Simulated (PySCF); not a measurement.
Cartesian coordinates in Å; atom numbers follow the order of the lines, from 1:
```xyz
20

C     2.9776    0.8246   -0.1443
Si    1.2850    1.5457   -0.6039
O     0.3565    0.4188   -1.2988
Si   -0.3453   -1.0543   -1.3533
N     0.7956   -2.1559   -0.6688
Si   -2.2125   -1.0664   -0.0102
Si   -2.6829    0.8671    1.1750
H     3.6090    1.5735    0.3235
H     3.5040    0.4539   -1.0203
H     2.8765   -0.0028    0.5531
H     0.5914    2.0171    0.5995
H     1.3999    2.5760   -1.6370
H    -0.5141   -1.2007   -2.8098
H     1.7625   -2.0812   -0.9457
H     0.5430   -3.1243   -0.5645
H    -2.1738   -2.2161    0.9188
H    -3.3775   -1.4149   -0.8514
H    -2.3109    2.0744    0.4288
H    -4.1057    1.0285    1.5010
H    -1.9836    0.9477    2.4633
```

[PySCF 2.14.0 with density-fitted response routines: shieldings: GIAO PBE0/pcSseg-1; geometry from GFN2-xTB; equivalent nuclei averaged; one conformer; no solvent model; relativity neglected]

References, each an isolated molecule treated in the same way: 13C (σ = 186.93 ppm), 1H (σ = 31.72 ppm), 29Si (σ = 349.16 ppm) against TMS; 17O (σ = 336.08 ppm) vs H2O; 15N (σ = 267.73 ppm) against NH3.

| atoms | nucleus | count | δ (ppm) |
| --- | --- | --- | --- |
| H11 | 1H | 1 | ? |
| H14/H15 | 1H | 2 | 0.43 |
| C1 | 13C | 1 | ? |
| H12 | 1H | 1 | 5.22 |
| Si6 | 29Si | 1 | -133.9 |
| Si4 | 29Si | 1 | -11.0 |
| O3 | 17O | 1 | 49.1 |
| H18/H19/H20 | 1H | 3 | 3.66 |
| H16 | 1H | 1 | 3.22 |
| N5 | 15N | 1 | ? |
| Si7 | 29Si | 1 | -116.5 |
| H13 | 1H | 1 | ? |
| H8/H9/H10 | 1H | 3 | ? |
| H17 | 1H | 1 | 3.22 |
| Si2 | 29Si | 1 | -23.1 |

**Question.** Estimate the values marked ?.

**Answer.** 
- C1: 0.9 ppm, methyl carbon bonded to Si; an electropositive neighbour leaves it electron-rich and shielded
- H13: 6.05 ppm, hydrogen on a silicon bonded to N, O, Si
- H11: 5.33 ppm, hydrogen on a silicon bonded to C, O
- H8/H9/H10: 0.32 ppm, hydrogen on a methyl carbon bonded to Si; an electropositive neighbour shields it, as in TMS itself
- N5: 33.0 ppm, nitrogen bonded to Si, 2 H

The OH or NH signal is concentration- and solvent-dependent in practice; the value given is the gas-phase one. Shifts are as computed. Against solution values, carbons near 30 ppm lie about +3 ppm off and those near 130 ppm about +5 ppm. Of 1211 compounds with measured shifts, 218 miss one by over three times the rms of a fit or turn the order of signals round; such compounds aren't used in these exercises. Experimental scales use liquid or dissolved standards, which lie at an offset from isolated NH3 (liquid NH3: subtract about 20 ppm) and H2O (liquid H2O: subtract about 36 ppm).
